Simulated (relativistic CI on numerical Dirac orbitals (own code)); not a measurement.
Electric-dipole transitions in P12+

Calculated at this level of theory: Dirac-Coulomb-Breit CI, KLI orbitals optimised for each configuration, model QED, unscaled Slater integrals (own radial code, finite nucleus).

Configurations in the expansion (outside the closed core 1s2): 2s, 2p, 3s, 3p, 3d, 4s, 4p, 4d, 4f, 5s, 5p, 5d, 5f, 5g, 6s, 6p, 6d. Levels of other configurations are missing.

| λ vac (Å) | Lower | Upper | A (s⁻¹) | E lower (eV) | E upper (eV) |
| --- | --- | --- | --- | --- | --- |
| 28.151 | 2p 2P°_3/2 [3] | 4d 2D_5/2 [13] | 6.22e+11 | 27.328 | 467.758 |
| 35.100 | 2s 2S_1/2 [1] | 3p 2P°_3/2 [6] | 6.12e+11 | 0.000 | 353.232 |
| 37.587 | 2p 2P°_1/2 [2] | 3d 2D_3/2 [7] | 1.59e+12 | 25.944 | 355.800 |
| 37.731 | 2p 2P°_3/2 [3] | 3d 2D_5/2 [8] | 1.90e+12 | 27.328 | 355.928 |
| 74.555 | 3p 2P°_3/2 [6] | 5d 2D_5/2 [20] | 9.85e+10 | 353.232 | 519.531 |
| 75.712 | 3d 2D_3/2 [7] | 5f 2F°_5/2 [21] | 1.22e+11 | 355.800 | 519.558 |
| 75.764 | 3d 2D_5/2 [8] | 5f 2F°_7/2 [22] | 1.30e+11 | 355.928 | 519.572 |
| 102.49 | 3s 2S_1/2 [4] | 4p 2P°_3/2 [11] | 7.81e+10 | 345.668 | 466.638 |
| 107.93 | 3p 2P°_1/2 [5] | 4d 2D_3/2 [12] | 1.66e+11 | 352.826 | 467.704 |
| 108.26 | 3p 2P°_3/2 [6] | 4d 2D_5/2 [13] | 1.99e+11 | 353.232 | 467.758 |
| 110.69 | 3d 2D_3/2 [7] | 4f 2F°_5/2 [14] | 3.68e+11 | 355.800 | 467.807 |
| 110.79 | 3d 2D_5/2 [8] | 4f 2F°_7/2 [15] | 3.94e+11 | 355.928 | 467.834 |
| 233.77 | 4p 2P°_1/2 [10] | 5d 2D_3/2 [19] | 3.43e+10 | 466.467 | 519.504 |
| 234.40 | 4p 2P°_3/2 [11] | 5d 2D_5/2 [20] | 4.13e+10 | 466.638 | 519.531 |
| 239.10 | 4d 2D_3/2 [12] | 5f 2F°_5/2 [21] | 6.90e+10 | 467.704 | 519.558 |
| 239.28 | 4d 2D_5/2 [13] | 5f 2F°_7/2 [22] | 7.38e+10 | 467.758 | 519.572 |
| 239.51 | 4f 2F°_5/2 [14] | 5g 2G_7/2 [23] | 1.17e+11 | 467.807 | 519.573 |
| 239.60 | 4f 2F°_7/2 [15] | 5g 2G_9/2 [24] | 1.22e+11 | 467.834 | 519.581 |
| 431.02 | 5p 2P°_1/2 [17] | 6d 2D_3/2 [28] | 1.03e+10 | 518.874 | 547.640 |
| 432.09 | 5p 2P°_3/2 [18] | 6d 2D_5/2 [29] | 1.23e+10 | 518.962 | 547.656 |

Terms are leading LS components. Brackets give the number of a level in order of energy, since labels repeat. The list gives strong lines, with weight on those to low levels, without lines whose two gauges differ by over a factor of 2.5. Levels whose partners in the same complex of configurations lie outside the list can be far off, and so can their lines. Rates are taken at the computed energies, electric ones in the length gauge.

At this charge energies of transitions that change n are usually good to better than 1 %, and those within a shell (Δn = 0) to a few per cent.

(1) From the table, what is the radiative lifetime of 4d 2D_5/2?

## Answers

(1) The listed rates from this level add up to about 8.21e+11 s⁻¹, 100 % of its decay; with all channels τ = 1.22e-12 s.
